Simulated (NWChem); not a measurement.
Species: diiodomethane (CH₂I₂); SMILES ICI

```xyz
5

I      1.8134     0.0000     0.0903
C      0.0000     0.0000    -1.0422
I     -1.8134     0.0000     0.0903
H      0.0000     0.9029    -1.6605
H      0.0000    -0.9029    -1.6605
```
Atoms are numbered in this order, from 1.

All runs: NWChem. Structure relaxed at the PBE0/def2-SVP level. No frequency run checked for a minimum. def2 effective core potentials on I; no spin-orbit coupling.

For level PBE0/def2-SVP (core potentials):

* **highest occupied level (eV)**: -7.32
* **orbital gap (eV)**: 5.50
* **dipole (D)**: 1.13

Question: How do the values read with level PBE0/STO-3G (all-electron, non-relativistic) instead?

Answer: The highest occupied level (eV) is -5.05, the orbital gap (eV) is 6.97 and the dipole (D) is 1.60.
